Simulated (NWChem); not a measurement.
CH₃Mg cation; SMILES [CH3][Mg+]

```xyz
5

Mg     0.0000     0.0000    -0.9494
C      0.0000     0.0000     1.1488
H      0.7405     0.7405     1.4581
H      0.2710    -1.0115     1.4581
H     -1.0115     0.2710     1.4581
```
Atoms are numbered in this order, from 1.

The geometry was optimised at B3LYP/6-31G* (spherical d). B3LYP is NWChem's, with the RPA form of VWN correlation.

Problem. List the 6 lowest vertical singlet excitations from B3LYP/def2-SVPD, TDA (NWChem).

Solution. 
```tsv
state	energy (eV)	oscillator strength	leading excitation (squared amplitude)
S1	4.96	0.714	HOMO → LUMO (0.93)
S2	6.00	0.012	HOMO−1 → LUMO (0.99)
S3	6.00	0.012	HOMO−2 → LUMO (0.99)
S4	6.29	0.264	HOMO → LUMO+1 (0.98)
S5	6.29	0.264	HOMO → LUMO+2 (0.98)
S6	7.78	0.010	HOMO → LUMO+3 (0.98)
```
